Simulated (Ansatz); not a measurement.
pent-1-ene (C5H10), SMILES C(CC)C=C.

Geometry optimised at B3LYP-D3(BJ)/def2-SVP. Other conformers were not sampled.

Two levels are set side by side: PBE/def2-TZVPD (Ansatz, a quantum-chemistry and plane-wave program) and PBE0/def2-TZVPD (Ansatz). Energy differences of separate SCF runs at the same geometry; the states with an electron removed or added have multiplicity 2 and 2. Differences are taken from unrounded values.

```tsv
quantity	PBE0	PBE	PBE minus PBE0
vertical ionisation energy (eV)	9.45	9.36	-0.09
vertical singlet–triplet gap (eV)	4.21	4.37	0.16
```
